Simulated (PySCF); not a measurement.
PySCF input for B(OH)(NH2)2 (BH5N2O), SMILES NB(O)N, PBE0-D3(BJ)/def2-SVP. Coordinates come from a PBE0-D3(BJ)/def2-SVP optimisation. Other conformers were not sampled.

```python
import numpy as np
from pyscf import gto, scf, dft, df
from pyscf.hessian import thermo

mol = gto.M(
    atom='''
    B     0.02249675    0.00783987    0.00000000
    O     1.39674845   -0.13729918    0.00000000
    H     1.67721217   -1.05407808    0.00000000
    N    -0.47423915    1.33644164    0.00000000
    H     0.15660565    2.12375134    0.00000000
    H    -1.45103930    1.58292817    0.00000000
    N    -0.85147371   -1.11936935    0.00000000
    H    -1.85696633   -1.03669496    0.00000000
    H    -0.53229352   -2.07621838    0.00000000
    ''',
    basis='def2-SVP',
    charge=0,
    spin=0,
    max_memory=1600,
    verbose=3,
)
mf = dft.RKS(mol, xc='pbe0').density_fit(auxbasis='def2-universal-jkfit')
mf.disp = 'd3bj'
mf.grids.level = 3
mf.conv_tol = 1e-11
mf.max_cycle = 100
mf.kernel()

# [left out here: the lines that compute and print the analytic Hessian (its translational invariance restored by hand, since the grid's response is missing), thermochemistry and intensities]
```

It prints:

```
converged SCF energy = -212.326952989649

WARN: DFTD3 does not support analytical Hessian, using finite difference


WARN: Mole.unit (angstrom) is changed to Bohr

Mode                                 0                   1                   2
Irrep
Freq [cm^-1]                       31.8821            128.4949            271.2849
Reduced mass [au]                   1.1691              1.1852              1.1055
Force const [Dyne/A]                0.0007              0.0115              0.0479
Char temp [K]                      45.8713            184.8755            390.3185
Normal mode                   x     y     z       x     y     z       x     y     z
       0   B                 0.00  0.00 -0.01   -0.00 -0.00 -0.01   -0.00  0.00  0.01
       1   O                 0.00 -0.00 -0.03   -0.00  0.00 -0.03   -0.00 -0.00  0.01
       2   H                -0.00 -0.00  0.37   -0.00  0.00  0.33   -0.00 -0.00 -0.33
       3   N                -0.00  0.00 -0.03    0.00  0.00  0.10    0.00  0.00  0.06
       4   H                -0.00  0.00  0.28    0.00 -0.00 -0.30    0.00 -0.00 -0.57
       5   H                -0.00 -0.00 -0.07    0.00  0.00 -0.72    0.00  0.00 -0.15
       6   N                 0.00  0.00  0.09    0.00 -0.00 -0.03    0.00 -0.00  0.06
       7   H                 0.00  0.00 -0.20    0.00 -0.00  0.34    0.00 -0.00 -0.66
       8   H                 0.00  0.00 -0.77    0.00  0.00 -0.06    0.00 -0.00 -0.11
Mode                                 3                   4                   5
Irrep
Freq [cm^-1]                      375.6357            422.6124            439.3110
Reduced mass [au]                   2.1627              2.7626              1.0794
Force const [Dyne/A]                0.1798              0.2907              0.1227
Char temp [K]                     540.4562            608.0452            632.0707
Normal mode                   x     y     z       x     y     z       x     y     z
       0   B                 0.09 -0.01  0.00   -0.01 -0.09  0.00    0.00  0.00 -0.02
       1   O                 0.09 -0.03 -0.00    0.02  0.14 -0.00   -0.00 -0.00 -0.06
       2   H                 0.07 -0.03 -0.00    0.26  0.21  0.00   -0.00 -0.00  0.74
       3   N                -0.08 -0.07  0.00    0.07 -0.07 -0.00   -0.00  0.00  0.03
       4   H                -0.30  0.10 -0.00    0.20 -0.17 -0.00   -0.00  0.00 -0.16
       5   H                -0.15 -0.33 -0.00    0.11  0.07  0.00   -0.00 -0.00  0.32
       6   N                -0.04  0.10 -0.00   -0.10 -0.03 -0.00    0.00  0.00 -0.02
       7   H                -0.02  0.33 -0.00   -0.09  0.16 -0.00    0.00 -0.00 -0.36
       8   H                -0.26  0.03 -0.00   -0.28 -0.09  0.00    0.00  0.00  0.35
Mode                                 6                   7                   8
Irrep
Freq [cm^-1]                      518.9306            633.8897            829.4322
Reduced mass [au]                   1.0444              9.4187              1.2975
Force const [Dyne/A]                0.1657              2.2298              0.5259
Char temp [K]                     746.6256            912.0261           1193.3682
Normal mode                   x     y     z       x     y     z       x     y     z
       0   B                -0.00 -0.00 -0.02    0.00  0.00  0.27   -0.00  0.00 -0.00
       1   O                -0.00  0.00 -0.03    0.00 -0.00 -0.07    0.02  0.01  0.00
       2   H                 0.00  0.00 -0.08   -0.00 -0.00  0.01    0.25  0.08  0.00
       3   N                 0.00 -0.00  0.01   -0.00  0.00 -0.06    0.07  0.01  0.00
       4   H                 0.00 -0.00  0.62   -0.00  0.00 -0.01   -0.25  0.26  0.00
       5   H                 0.00  0.00 -0.49   -0.00  0.00 -0.09   -0.03 -0.40 -0.00
       6   N                -0.00 -0.00  0.03    0.00 -0.00 -0.06   -0.10  0.01  0.00
       7   H                -0.00  0.00 -0.40    0.00 -0.00 -0.10   -0.14 -0.48 -0.00
       8   H                -0.00 -0.00  0.41    0.00 -0.00 -0.05    0.34  0.15  0.00
Mode                                 9                  10                  11
Irrep
Freq [cm^-1]                      868.4014            910.1012           1010.9743
Reduced mass [au]                   4.7161              1.6081              1.3010
Force const [Dyne/A]                2.0955              0.7848              0.7835
Char temp [K]                    1249.4363           1309.4330           1454.5669
Normal mode                   x     y     z       x     y     z       x     y     z
       0   B                -0.00 -0.00  0.00    0.02 -0.00 -0.00   -0.00 -0.04 -0.00
       1   O                -0.13  0.02 -0.00   -0.09  0.03  0.00   -0.07 -0.07  0.00
       2   H                -0.08  0.04 -0.00   -0.16  0.00 -0.00    0.81  0.23  0.00
       3   N                 0.06 -0.14 -0.00    0.09  0.05  0.00   -0.03  0.05  0.00
       4   H                 0.06 -0.14  0.00   -0.28  0.34 -0.00   -0.03  0.06  0.00
       5   H                 0.05 -0.20 -0.00   -0.03 -0.39 -0.00   -0.02  0.08  0.00
       6   N                 0.07  0.12 -0.00    0.04 -0.08  0.00    0.05  0.02  0.00
       7   H                 0.07  0.03 -0.00    0.07  0.28  0.00    0.06  0.17  0.00
       8   H                 0.21  0.18 -0.00   -0.33 -0.20 -0.00   -0.02  0.00  0.00
Mode                                12                  13                  14
Irrep
Freq [cm^-1]                     1422.1162           1434.3378           1594.4815
Reduced mass [au]                   3.2852              2.3457              1.3248
Force const [Dyne/A]                3.9145              2.8433              1.9844
Char temp [K]                    2046.1087           2063.6927           2294.1038
Normal mode                   x     y     z       x     y     z       x     y     z
       0   B                 0.20  0.13 -0.00    0.14 -0.18 -0.00   -0.07  0.05  0.00
       1   O                -0.07 -0.01  0.00   -0.05  0.03  0.00    0.02 -0.01 -0.00
       2   H                 0.08  0.05  0.00   -0.19 -0.02 -0.00    0.07  0.01 -0.00
       3   N                -0.03 -0.02  0.00   -0.02  0.03  0.00    0.04 -0.09 -0.00
       4   H                 0.14 -0.15  0.00   -0.26  0.23  0.00   -0.41  0.27 -0.00
       5   H                -0.00  0.04  0.00    0.06  0.41  0.00    0.16  0.43 -0.00
       6   N                -0.04 -0.03  0.00   -0.02  0.03  0.00    0.04  0.04 -0.00
       7   H                -0.07 -0.33 -0.00   -0.02 -0.02  0.00    0.00 -0.34 -0.00
       8   H                -0.24 -0.11  0.00    0.18  0.09  0.00   -0.39 -0.11 -0.00
Mode                                15                  16                  17
Irrep
Freq [cm^-1]                     1605.6568           3664.9194           3673.7422
Reduced mass [au]                   1.6308              1.0509              1.0507
Force const [Dyne/A]                2.4772              8.3164              8.3548
Char temp [K]                    2310.1826           5273.0030           5285.6971
Normal mode                   x     y     z       x     y     z       x     y     z
       0   B                -0.02 -0.13 -0.00    0.00  0.00 -0.00   -0.00  0.00 -0.00
       1   O                 0.01  0.01  0.00    0.00  0.00  0.00   -0.00 -0.00  0.00
       2   H                -0.06 -0.02 -0.00   -0.00 -0.00  0.00    0.00  0.00  0.00
       3   N                -0.02  0.08  0.00    0.00 -0.01  0.00    0.01 -0.05 -0.00
       4   H                 0.22 -0.12  0.00    0.09  0.11  0.00    0.45  0.55  0.00
       5   H                -0.11 -0.27  0.00   -0.12  0.03  0.00   -0.62  0.15  0.00
       6   N                 0.06  0.08  0.00   -0.03 -0.04 -0.00    0.01  0.01  0.00
       7   H                 0.01 -0.48 -0.00    0.68 -0.07  0.00   -0.13  0.01 -0.00
       8   H                -0.43 -0.08  0.00   -0.22  0.63  0.00    0.04 -0.13  0.00
Mode                                18                  19                  20
Irrep
Freq [cm^-1]                     3767.7004           3784.8069           3960.1750
Reduced mass [au]                   1.0983              1.0993              1.0664
Force const [Dyne/A]                9.1857              9.2779              9.8533
Char temp [K]                    5420.8820           5445.4945           5697.8102
Normal mode                   x     y     z       x     y     z       x     y     z
       0   B                 0.00 -0.00  0.00    0.00  0.00  0.00    0.00  0.00 -0.00
       1   O                -0.00  0.00 -0.00   -0.00  0.00  0.00   -0.02  0.06  0.00
       2   H                -0.00 -0.00 -0.00    0.00 -0.00  0.00    0.30 -0.92  0.00
       3   N                 0.00  0.00 -0.00    0.08  0.02 -0.00   -0.00 -0.00  0.00
       4   H                -0.00 -0.00 -0.00   -0.39 -0.50 -0.00    0.00  0.00  0.00
       5   H                -0.01  0.00  0.00   -0.69  0.18  0.00    0.00  0.00  0.00
       6   N                 0.06 -0.05 -0.00   -0.00  0.00 -0.00    0.00  0.00  0.00
       7   H                -0.67  0.05 -0.00    0.01 -0.00 -0.00    0.00  0.00  0.00
       8   H                -0.21  0.64  0.00    0.00 -0.01 -0.00    0.00 -0.00 -0.00
temperature 298.1500 [K]
pressure 101325.00 [Pa]
Rotational constants [GHz] 9.52388 8.92520 4.60741
Symmetry number 1
Zero-point energy (ZPE) 0.07142 [Eh]   187507.981 [J/mol]
                           tot       elec      trans        rot        vib
Entropy [J/mol/K]       322.439      0.000    159.781    101.342     61.316
Cv [J/mol/K]             85.309      0.000     12.472     12.472     60.366
Cp [J/mol/K]             93.624      0.000     20.786     12.472     60.366
Internal energy [J/mol]                      3718.434   3718.434 196691.808
Internal energy [Eh]   -212.24920  -212.32695
Enthalpy [J/mol]                             6197.391   3718.434 196691.808
Enthalpy [Eh]          -212.24826
Gibbs free energy [J/mol]                  -41441.227 -26496.706 178410.310
Gibbs free energy [Eh] -212.28488
mode   freq/cm-1   IR/(km/mol)
   1       31.88        21.491
   2      128.49        20.983
   3      271.28       407.005
   4      375.64         1.403
   5      422.61         9.753
   6      439.31        90.617
   7      518.93         0.003
   8      633.89        28.499
   9      829.43         7.671
  10      868.40         3.915
  11      910.10         2.028
  12     1010.97       125.941
  13     1422.12       263.717
  14     1434.34       131.596
  15     1594.48       122.821
  16     1605.66       343.828
  17     3664.92        38.742
  18     3673.74        29.555
  19     3767.70        22.520
  20     3784.81        32.184
  21     3960.18        53.103
max |gradient| / (hartree/bohr): 4.518731084379214e-05
APT charges: [ 1.2845 -0.7854  0.2852 -0.793   0.2112  0.1949 -0.7794  0.1908  0.191 ]
```

Self-consistency was reached.
